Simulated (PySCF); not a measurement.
# Bonding in `C#C[Si@H]1C=C[Si@@H](C)C=C1`

Compound: C₇H₁₀Si₂.
Numbering: `[CH:1]#[C:2][Si@H:3]1[CH:4]=[CH:5][Si@@H:6]([CH3:7])[CH:8]=[CH:9]1` (hydrogens: H10 on C1; H11 on Si3; H12 on C4; H13 on C5; H14 on Si6; H15, H16, H17 on C7; H18 on C8; H19 on C9)

Structure used (PBE0-D3(BJ)/def2-SVP), in Å, numbered top down from 1:
```
atom  x, y, z in Å
C1     3.5151    0.7759   -2.0011
C2     2.8552    0.5023   -1.0153
Si3    1.8360    0.0961    0.4635
C4     0.6082    1.4702    0.7830
C5    -0.7266    1.3013    0.8353
Si6   -1.6320   -0.3161    0.5483
C7    -2.8024   -0.1550   -0.9142
C8    -0.3867   -1.6839    0.2369
C9     0.9495   -1.5268    0.1855
H10    4.1010    1.0167   -2.8705
H11    2.7855   -0.0241    1.6137
H12    1.0187    2.4779    0.9447
H13   -1.3472    2.1873    1.0415
H14   -2.4371   -0.6518    1.7684
H15   -3.3474   -1.0961   -1.0873
H16   -3.5447    0.6395   -0.7404
H17   -2.2403    0.0912   -1.8282
H18   -0.7902   -2.6933    0.0608
H19    1.5762   -2.4048   -0.0309
```

Bond orders from the PBE0/pcSseg-1 density (PySCF). Geometry: PBE0-D3(BJ)/def2-SVP; no solvent, vibrations or thermal averaging.

Question: Where do the orders between heavy atoms depart from those drawn in the SMILES?

Answer: The largest departure is 0.433, at C1–C2 (drawn triple, 2.567). Drawn single, order below 0.88: C5–Si6 (0.878) and Si6–C8 (0.878). Drawn double or triple, more than 0.30 short of the drawn order: C1–C2 (2.567).

Question: Set the Mayer orders of the bonds beside their lengths.

Answer: 
```json
{"bond": "C1–C2", "drawn as": "triple", "length (Å)": "1.217", "Mayer order": "2.567"}
{"bond": "C2–Si3", "drawn as": "single", "length (Å)": "1.841", "Mayer order": "0.885"}
{"bond": "Si3–C4", "drawn as": "single", "length (Å)": "1.870", "Mayer order": "0.894"}
{"bond": "C4–C5", "drawn as": "double", "length (Å)": "1.346", "Mayer order": "1.937"}
{"bond": "C5–Si6", "drawn as": "single", "length (Å)": "1.876", "Mayer order": "0.878"}
{"bond": "Si6–C7", "drawn as": "single", "length (Å)": "1.880", "Mayer order": "0.963"}
{"bond": "Si6–C8", "drawn as": "single", "length (Å)": "1.876", "Mayer order": "0.878"}
{"bond": "C8–C9", "drawn as": "double", "length (Å)": "1.346", "Mayer order": "1.937"}
{"bond": "C9–Si3", "drawn as": "single", "length (Å)": "1.870", "Mayer order": "0.894"}
{"bond": "C1–H10", "drawn as": "single", "length (Å)": "1.076", "Mayer order": "1.069"}
{"bond": "Si3–H11", "drawn as": "single", "length (Å)": "1.496", "Mayer order": "0.933"}
{"bond": "C4–H12", "drawn as": "single", "length (Å)": "1.100", "Mayer order": "0.935"}
{"bond": "C5–H13", "drawn as": "single", "length (Å)": "1.101", "Mayer order": "0.936"}
{"bond": "Si6–H14", "drawn as": "single", "length (Å)": "1.500", "Mayer order": "0.942"}
{"bond": "C7–H15", "drawn as": "single", "length (Å)": "1.101", "Mayer order": "0.955"}
{"bond": "C7–H16", "drawn as": "single", "length (Å)": "1.101", "Mayer order": "0.955"}
{"bond": "C7–H17", "drawn as": "single", "length (Å)": "1.101", "Mayer order": "0.947"}
{"bond": "C8–H18", "drawn as": "single", "length (Å)": "1.101", "Mayer order": "0.936"}
{"bond": "C9–H19", "drawn as": "single", "length (Å)": "1.100", "Mayer order": "0.935"}
```

By pair of heavy elements: C–C: lowest C4–C5 and C8–C9 (1.937, 1.346 Å), highest C1–C2 (2.567, 1.217 Å). C–Si: lowest C5–Si6 and Si6–C8 (0.878, 1.876 Å), highest Si6–C7 (0.963, 1.880 Å); in 5 of the 15 pairs the longer bond (by over 0.003 Å) has the higher order (by 0.02 or more). Bonds named together lie within 0.004.

Question: Sum the orders of all bonds at each heavy atom with more than one neighbour and set the sums beside the valence in the SMILES.

Answer: C1 3.636 (drawn 4), C2 3.452 (drawn 4), Si3 3.606 (drawn 4), C4 3.766 (drawn 4), C5 3.751 (drawn 4), Si6 3.661 (drawn 4), C7 3.820 (drawn 4), C8 3.751 (drawn 4), C9 3.766 (drawn 4). Orders between atoms that aren't bonded are not in these sums.

For a closed shell the Mayer order of atoms A and B is Σ (PS)μν (PS)νμ over the basis functions μ on A and ν on B, with P the density and S the overlap matrix.
